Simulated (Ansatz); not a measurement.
C3H9Sb can be A, `C[CH](C)[SbH2]`, or B, `[CH3][Sb]([CH3])[CH3]`.

Computed with Ansatz on PBE0-D4/def2-TZVP structures; ΔE is electronic, products minus reactants. CBS: MP2 limit from def2 TZ/QZ plus the TZ coupled-cluster correction, frozen cores. DFT in def2-TZVPP. B3LYP here is the variant with VWN-RPA as its local correlation; programs differ in this. def2 core potentials past Kr. For Sb outer-core shells are correlated without core-valence functions, which leaves a few kJ/mol of doubt a bond.

A:

```xyz
13

C    -0.0582   -1.4365   -0.5739
C    -0.4798   -0.0243   -0.2003
C     0.5504    1.0072   -0.6198
Sb   -0.9409    0.0482    1.9333
H     0.1199   -1.5119   -1.6524
H     0.8736   -1.7180   -0.0734
H    -0.8151   -2.1797   -0.3114
H    -1.4382    0.2017   -0.6803
H     1.5068    0.8353   -0.1180
H     0.2321    2.0245   -0.3850
H     0.7314    0.9521   -1.7005
H    -0.9928    1.7579    1.9957
H     0.7109    0.0435    2.3859
```

B:

```xyz
13

C     1.811    0.139    0.233
Sb    0.204   -0.548   -1.033
C    -0.882   -1.500    0.570
C    -0.906    1.298   -0.920
H     2.438   -0.704    0.522
H     1.404    0.612    1.128
H     2.424    0.860   -0.310
H    -0.956   -0.824    1.423
H    -1.883   -1.765    0.229
H    -0.365   -2.411    0.874
H    -1.909    1.150   -1.322
H    -0.404    2.066   -1.510
H    -0.977    1.628    0.118
```

(1) Which isomer does CCSD(T)/CBS put lower? Give the gap. (Estimate.)

(2) Give E(B) − E(A) in kcal/mol with BLYP-D4, CCSD(T)/def2-SVP, CCSD(T)/def2-TZVPP, r2SCAN-D4, B3LYP-D4, LDA (SPW92), PBE0-D4. (An estimate is asked.)

(3) Does the order hold for the free energy at 298.15 K (harmonic terms from PBE0-D4)? (Estimate.)

Largest T1 diagnostic: 0.012.

Answers

(1) The calculation gave: B, by 13.8 kcal/mol.

(2) The calculation gave: BLYP-D4 -12.6, CCSD(T)/def2-SVP -3.4, CCSD(T)/def2-TZVPP -11.8, r2SCAN-D4 -12.4, B3LYP-D4 -12.1, LDA (SPW92) -7.5, PBE0-D4 -11.2. None reverses the order clearly.

(3) Computed: Yes: G(B) − G(A) = -13.0 kcal/mol.

In def2-TZVPP, CCSD(T) changes the Hartree–Fock value by −0.7 kcal/mol (the triples alone add −0.3 kcal/mol) and MP2 by −2.4 kcal/mol. Leaving LDA and LC-ωPBE aside and taking each functional with its dispersion term where it has one, the values, not all of them listed here, spread over 2.9 kcal/mol, from B2PLYP to B97M-V. LDA lies +4.6 kcal/mol from PBE without D4.
